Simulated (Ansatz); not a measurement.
C2H10O2Si2, SMILES C[C@@H](O[SiH3])[SiH2]O.

Geometry optimised at ωB97X-D3(BJ)/def2-SVP. The structure was generated by enumeration; whether it is a known compound was not checked. Other conformers were not sampled.

Two levels are set side by side: PBE/def2-SVPD (Ansatz, a quantum-chemistry and plane-wave program) and PBE0/def2-SVPD (Ansatz). Energy differences of separate SCF runs at the same geometry; the states with an electron removed or added have multiplicity 2 and 2. Differences are taken from unrounded values.

| quantity | PBE |
|---|---|
| vertical ionisation energy (eV) | 9.15 |
| vertical singlet–triplet gap (eV) | 5.42 |

### Question
These are the PBE values. What does PBE0 give? (The exact figures need the calculation; the answer reports its results.)

### Answer

```
quantity                           PBE0  PBE minus PBE0
---------------------------------  ----  --------------
vertical ionisation energy (eV)    9.62           -0.47
vertical singlet–triplet gap (eV)  6.12           -0.69
```
